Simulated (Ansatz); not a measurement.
System: C2H9P2Si, net charge 0, doublet state. It need not be the lowest isomer of its formula. 
Coordinates optimised at B3LYP-D3(BJ)/def2-TZVP (Ansatz, a first-principles code):
```xyz
14

C     -1.2088    -0.5943    -1.6373
Si     0.0851    -0.1276    -0.3591
C      1.7819     0.0329    -1.1510
P      0.0382    -1.6102     1.3328
P     -0.4819     1.9278     0.4519
H     -1.2587     0.1556    -2.4296
H     -2.1988    -0.6767    -1.1852
H     -0.9674    -1.5563    -2.0943
H      2.0994    -0.9213    -1.5760
H      2.5307     0.3431    -0.4208
H      1.7590     0.7737    -1.9537
H      1.2441    -1.0920     1.8859
H     -1.5925     1.4729     1.2077
H      0.4112     1.8908     1.5533
```
Charge 0, spin multiplicity 2.

Property: atomisation energy (electronic, to ground-state atoms), in eV. Valence correlation only, unless marked. UHF or UKS for open shells. No spin-orbit coupling. Non-relativistic unless marked X2C. The coupled-cluster limit lacks core correlation, which all-electron functionals hold. CBS(X,Y): correlation extrapolated as X^-3; Hartree-Fock from the larger set.

| level | program | atomisation energy (eV) |
|---|---|---|
| HF/6-31G | Ansatz | 31.20 |

Predict the CCSD(T)/CBS(cc-pV(T+d)Z,cc-pV(Q+d)Z) result (Ansatz).

48.36 eV, so HF/6-31G differs from it by -17.16 eV.
